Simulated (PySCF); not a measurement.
C₆H₁₂AlP.
Numbering: `[CH:1]#[C:2][P@+:3]([CH3:4])([AlH3-:5])[CH:6]1[CH2:7][CH2:8]1` (hydrogens: H9 on C1; H10, H11, H12 on C4; H13, H14, H15 on Al5; H16 on C6; H17, H18 on C7; H19, H20 on C8)

Structure used (PBE0-D3(BJ)/def2-SVP), in Å, numbered top down from 1:
```xyz
20
C6H12AlP angstrom
C     -0.741    3.057    1.109
C     -0.633    1.973    0.572
P     -0.516    0.356   -0.112
C     -1.192    0.538   -1.797
Al    -1.705   -1.406    1.172
C      1.260    0.103   -0.339
C      2.052   -0.530    0.775
C      1.772   -1.312   -0.464
H     -0.841    4.018    1.582
H     -1.096   -0.434   -2.302
H     -2.258    0.799   -1.730
H     -0.654    1.311   -2.363
H     -0.910   -1.388    2.565
H     -1.364   -2.604    0.148
H     -3.183   -0.787    1.103
H      1.754    0.878   -0.935
H      1.516   -0.810    1.686
H      3.061   -0.145    0.938
H      1.046   -2.128   -0.399
H      2.582   -1.476   -1.178
```

All values: PBE0/pcSseg-1 and CAM-B3LYP/def2-SVPD (PySCF, non-relativistic), on one gas-phase PBE0-D3(BJ)/def2-SVP geometry that isn't relaxed in the solvent. The solvent is an IEF-PCM continuum (Bondi radii, 1.10 Å for H, scaled by 1.2). Only the electrostatic response of the medium enters.

Gas phase at PBE0/pcSseg-1: HOMO -7.52 eV, LUMO -0.63 eV, dipole 5.34 D.

Task: What does the continuum do to the energy, the frontier levels and the dipole at PBE0/pcSseg-1 in cyclohexane and water?

Result: 
| solvent | ε | E(solvent) − E(gas) (kcal/mol) | polarisation term (kcal/mol) | distortion of the solute (kcal/mol) | HOMO (eV) | LUMO (eV) | dipole (D) |
| --- | --- | --- | --- | --- | --- | --- | --- |
| cyclohexane | 2.017 | -3.63 | -3.87 | 0.24 | -7.65 | -0.52 | 5.94 |
| water | 78.36 | -9.16 | -10.74 | 1.58 | -7.72 | -0.44 | 6.89 |

Polarisation term: ½ Σ q·V over the induced surface charges. Distortion: the rise of the solute's own energy as its density leaves the gas-phase optimum. From cyclohexane to water the lowering changes by a factor 2.52, Onsager's factor (ε − 1)/(2ε + 1) by 2.43 and ε itself by 38.9.

Task: Which radius a makes the point-dipole formula ΔE = −[(ε − 1)/(2ε + 1)]·μ²/a³ give the value in water, with the gas-phase dipole?

Result: μ = 2.103 au and |ΔE| = 0.01459 Eh give a = 2.80 Å; the farthest nucleus lies 4.40 Å from the centroid of the nuclei, so such a sphere wouldn't even hold the nuclei. The formula assumes a rigid point dipole at the centre of a sphere.

Task: Give the dipole vector in the frame of the coordinates (D, pointing from negative to positive charge), gas and water.

Result: Gas (2.97, 3.47, -2.78), solvent (3.78, 4.36, -3.77). Its length changes by +29 % and its direction by 2°.

Task: Which Mulliken charges (PBE0/pcSseg-1) respond most in cyclohexane (means over atoms taken as equivalent)?

Result: 
```
      atoms                      environment  gas (e)  solvent (e)  change
        Al5    aluminium bonded to P and 3 H   +0.623       +0.660  +0.037
H13/H14/H15                    Al–H hydrogen   -0.257       -0.279  -0.022
         H9                  alkyne hydrogen   +0.085       +0.094  +0.009
         C2                    alkyne carbon   +0.024       +0.015  -0.009
        H16                 methine hydrogen   +0.166       +0.174  +0.008
         P3  phosphorus bonded to Al and 3 C   +0.320       +0.327  +0.007
```

Gas phase at CAM-B3LYP/def2-SVPD: HOMO -8.85 eV, LUMO 0.47 eV, dipole 5.34 D.

Task: What does the continuum do to the energy, the frontier levels and the dipole at CAM-B3LYP/def2-SVPD in cyclohexane?

Result: 
```
    solvent      ε  E(solvent) − E(gas) (kcal/mol)  polarisation term (kcal/mol)  distortion of the solute (kcal/mol)  HOMO (eV)  LUMO (eV)  dipole (D)
cyclohexane  2.017                           -3.63                         -3.89                                 0.26      -8.90       0.60        5.97
```

The atom shares or the degeneracy of the HOMO differ from the gas phase in cyclohexane, so that column needn't follow one orbital.

Task: How does the static polarisability (CAM-B3LYP/def2-SVPD, frozen core, with the continuum's full static response) change?

Result: 
```tsv
medium	isotropic (au)	principal values (au)	⟨r²⟩ of the electrons (bohr²)
gas	126.9	115.7, 122.4, 142.7	1530.0
cyclohexane	143.9	131.5, 137.6, 162.5	1530.1
```

The isotropic value in cyclohexane is 1.13 times the gas-phase one; no cavity-field correction is applied. ⟨r²⟩ is taken about the centre of nuclear charge.
